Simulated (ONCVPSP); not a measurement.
**Al (Z = 13): ONCV pseudisation with PBE, scalar-relativistic reference atom.**

```
Element                 : aluminium (Al)
Generator               : ONCVPSP 4.0.1
Type                    : optimised norm-conserving Vanderbilt (ONCV)
Functional              : PBE
Relativity              : scalar-relativistic
Frozen core             : [Ne]
Valence charge          : 3
Reference configuration : 3s2 3p0.5 (charge +0.5)
Partial waves           : 3s: rc 1.95 bohr, ncon 4, nbas 9, qcut 3.8 1/bohr, 1 projector; 3p: rc 1.80 bohr, ncon 4, nbas 8, qcut 5.4 1/bohr, 3 projectors, debl 3 Ha; d scattering state at 0.24 Ha: rc 2.15 bohr, ncon 4, nbas 9, qcut 5 1/bohr, 2 projectors, debl 0.4 Ha
Local potential         : polynomial inside 1.45 bohr (lpopt 5, dvloc0 0 Ha)
Core correction         : Teter function, fcfact 1.75, rcfact 1.25
```

All-electron outer shells of the reference configuration (PBE, scalar-relativistic, ld1.x):

```json
{"shell": "2s", "level (eV)": "-112.00", "outermost node (bohr)": "0.16", "outermost maximum (bohr)": "0.50"}
{"shell": "2p", "level (eV)": "-73.49", "outermost node (bohr)": "–", "outermost maximum (bohr)": "0.43"}
{"shell": "3s", "level (eV)": "-11.09", "outermost node (bohr)": "0.80", "outermost maximum (bohr)": "2.06"}
{"shell": "3p", "level (eV)": "-5.70", "outermost node (bohr)": "0.81", "outermost maximum (bohr)": "2.52"}
```

Question: Does the generator finish with these settings?

Answer: Yes, a potential is produced and its reference levels are reproduced.

Question: Estimate the cutoffs (Ha) at which the residual kinetic energy of the hardest occupied pseudo-wave falls to 1 and 0.1 mHa per electron.

Answer: 5.6 Ha and 13 Ha. The cutoffs count occupied waves only; projector 3 of the p channel, the hardest unoccupied one, needs 104 Ha at the loose tolerance.

Question: What does a ghost test show?

Answer: No bound ghost flagged; GHOST(+) flagged for p at 12.0 eV.

Question: Tests: 3s2 3p1; 3s2 3p0; 3s1 3p0; 3s1 3p2. Which has the largest error in its energy relative to the reference configuration, and how large is it?

Answer: 3s1 3p0, with +19 meV (all-electron minus pseudo) on +22.90 eV.
